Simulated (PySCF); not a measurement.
# Tc⁺: ionisation energy

Tc⁺ [Kr] 4d5 5s1 (7S) → Tc²⁺ [Kr] 4d5 (6S), as a difference of total energies. All numbers are calculated (PySCF 2.14, scalar relativity by spin-free X2C-1e, in aug-cc-pwCVTZ-DK with one added diffuse shell each of s, p, d, f, g type (12s11p9d5f4g, 161 functions)). The calculations carry no spin-orbit coupling.

**Question.** Order these methods by the ionisation energy they give, lowest first.
A. HSE06
B. UHF
C. r2SCANh
D. wB97X-V

**Answer.** B (14.245 eV), D (14.852 eV), A (15.346 eV), C (15.435 eV).

For comparison: 15.26 eV (semi-empirical (NIST evaluation); NIST Atomic Spectra Database, ionization energies).
